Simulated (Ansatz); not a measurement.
Geometry optimisation, Ansatz, DFT PBE-D3(BJ), scalar-relativistic, plane waves, PAW.

input.yaml

```yaml
accuracy: low
crystal:
  lattice:
    - [0.0, 5.43, 5.43]
    - [5.43, 0.0, 5.43]
    - [5.43, 5.43, 0.0]
  atoms:
    - { symbol: Si, position: [0.0, 0.0, 0.0] }
    - { symbol: Si, position: [0.125, 0.125, 0.125] }
    - { symbol: Si, position: [0.0, 0.0, 0.5] }
    - { symbol: Si, position: [0.125, 0.125, 0.625] }
    - { symbol: Si, position: [0.0, 0.5, 0.0] }
    - { symbol: Si, position: [0.125, 0.625, 0.125] }
    - { symbol: Si, position: [0.0, 0.5, 0.5] }
    - { symbol: Si, position: [0.125, 0.625, 0.625] }
    - { symbol: Si, position: [0.5, 0.0, 0.0] }
    - { symbol: Si, position: [0.625, 0.125, 0.125] }
    - { symbol: Si, position: [0.5, 0.0, 0.5] }
    - { symbol: Si, position: [0.625, 0.125, 0.625] }
    - { symbol: Si, position: [0.5, 0.5, 0.0] }
    - { symbol: Si, position: [0.625, 0.625, 0.125] }
    - { symbol: Si, position: [0.5, 0.5, 0.5] }
    - { symbol: Si, position: [0.625, 0.625, 0.625] }
    - { symbol: Co, position: [0.0576674, 0.3086987, 0.8217166], spin: 1.0 }
magnetization:
  spin_polarized: true
basis:
  ecutwfc: 420.0
kpoints:
  mp_grid: { grid: [2, 2, 2] }
hamiltonian:
  xc: pbe
  dispersion: d3bj
  pseudopotentials: { kind: paw, azcp: { folder: soft_1 } }
scf:
  occupations: { method: fermi_dirac, width: 0.02 }
  lower_state_search: "off"
relax:
  f_tol: 0.08
  max_steps: 25
  adjacent_minimum: "off"
```

Command:

```bash
$ ansatz run input.yaml --threads 2 --pin off --max-ram 5120MiB --backend cpu --events-out ev --progress --plain --runs-dir out
```

Task: Where does it end, and by what steps?

Result: The run converged. The threshold is loose, so the end isn't yet a minimum. The force dipped under the threshold on the way, but the program's further checks kept it going. Limits of this set-up: coarse k mesh, a small cell, in which the defect meets its images, low accuracy level. After 8 steps the energy has fallen by 0.428 eV; Co17 moved furthest, 0.52 Å. Joined: Si13–Co17 (3.50 → 2.68 Å).

| step | energy less start (eV) | largest force component (eV/Å) | accepted |
| --- | --- | --- | --- |
| 0 | 0.0000 | 1.348 | yes |
| 1 | -0.2248 | 0.620 | yes |
| 2 | -0.2797 | 0.241 | yes |
| 3 | -0.3051 | 0.184 | yes |
| 4 | -0.3712 | 0.331 | yes |
| 5 | -0.4124 | 0.205 | yes |
| 6 | -0.4281 | 0.073 | yes |
| 7 | -0.4281 | 0.073 | yes |
| 8 | -0.4281 | 0.080 | yes |

```xyz
17
Lattice="0.0000 5.4300 5.4300 5.4300 0.0000 5.4300 5.4300 5.4300 0.0000" Properties=species:S:1:pos:R:3
Si -0.044 0.043 -0.060
Si 1.374 1.358 1.352
Si 2.746 2.675 -0.054
Si 4.064 4.060 1.341
Si 2.791 0.066 2.769
Si 3.932 1.522 4.240
Si 5.375 2.650 2.757
Si 6.799 4.076 4.068
Si 0.022 2.705 2.688
Si 1.298 4.131 4.039
Si 2.723 5.408 2.685
Si 4.108 6.748 4.025
Si 2.547 2.892 5.602
Si 4.100 4.142 6.851
Si 5.450 5.413 5.416
Si 6.725 6.763 6.844
Co 6.428 4.426 1.729
```

Time of the run: 89 s on 2 threads of Arm Neoverse V1, with other jobs on the host, peak memory 0.74 GiB.
